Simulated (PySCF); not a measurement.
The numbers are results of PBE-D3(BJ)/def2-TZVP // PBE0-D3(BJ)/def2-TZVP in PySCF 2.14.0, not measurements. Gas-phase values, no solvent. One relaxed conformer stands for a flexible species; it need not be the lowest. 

Reference species (SMILES): `[SiH3][SiH]1[SiH]=[SiH]1` (neutral, multiplicity 1).

```
Quantity          Value
-------------  --------
HOMO           -5.27 eV
HOMO–LUMO gap   2.67 eV
```

Changed species: `[SiH2]=[SiH][SiH]=[SiH2]` (Si–Si–Si–Si torsion 64°).

Give the shifts of the HOMO and HOMO–LUMO gap.

the HOMO rises by 0.27 eV, to -5.00 eV; the HOMO–LUMO gap decreases by 0.87 eV, to 1.80 eV.
